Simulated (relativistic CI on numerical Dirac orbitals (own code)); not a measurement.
**Hyperfine structure of Sn²⁵⁺, mass number 119**

Calculated at this level of theory: Dirac-Coulomb-Breit CI, separate exchange-only KLI orbitals for each configuration, model QED (radiative potential, 1s self-energy scaled to tabulated hydrogen-like ionisation energies), unscaled Slater integrals (own radial code, finite nucleus).

CI space (outside the closed core [Ne]): 3s2 3p6 3d7, 3s2 3p5 3d8, 3s2 3p4 3d9, 3s 3p6 3d8, 3p6 3d9, 3s 3p5 3d9, 3s2 3p6 3d6 4s, 3s2 3p6 3d6 4p, 3s2 3p6 3d6 4d, 3s2 3p4 3d8 4s, 3s2 3p6 3d6 4f, 3s2 3p5 3d7 4s, 3s2 3p4 3d8 4p, 3s2 3p6 3d5 4s2, 3s2 3p5 3d7 4p, 3s2 3p6 3d6 5s. Levels of other configurations are missing.

Nuclear spin I = 1/2, μ = -1.0459 μN (tables of Stone and Pyykkö). The electronic factors are computed for point nuclear moments, without core polarisation or the Bohr-Weisskopf and QED corrections.

| Level | E (eV) | A (MHz) |
| --- | --- | --- |
| 3s2 3p6 3d7 4F_9/2 | 0.0000 | -17770 |
| 3s2 3p6 3d7 4F_7/2 | 7.7689 | -19810 |
| 3s2 3p6 3d7 4F_3/2 | 12.6953 | -29110 |
| 3s2 3p6 3d7 2G_9/2 | 13.7943 | -23370 |
| 3s2 3p6 3d7 4P_5/2 | 13.8039 | -9534 |
| 3s2 3p6 3d7 4P_1/2 | 15.8369 | 11410 |
| 3s2 3p6 3d7 2H_11/2 | 18.2870 | -25740 |
| 3s2 3p6 3d7 2G_7/2 | 19.0649 | -30530 |

Levels with J = 0, under 50 % of one LS term, or S terms without an open s electron are left out. Small factors come from cancelling terms and can be off by tens of per cent or more.

At this charge energies of transitions that change n are usually good to better than 1 %, and those within a shell (Δn = 0) to a few per cent. Terms inside the open d or f shell come out 10 to 20 % too wide with unscaled integrals.

Task: Give the hyperfine levels of 3s2 3p6 3d7 4F_9/2 relative to its centre of gravity.

Result: With K = F(F + 1) − I(I + 1) − J(J + 1), E = AK/2: F = 4: 48870, F = 5: -39990 MHz.

LS names give the leading component of a level, which can be under half, so a name can repeat, a term be missing and a line seem to break the LS rules.
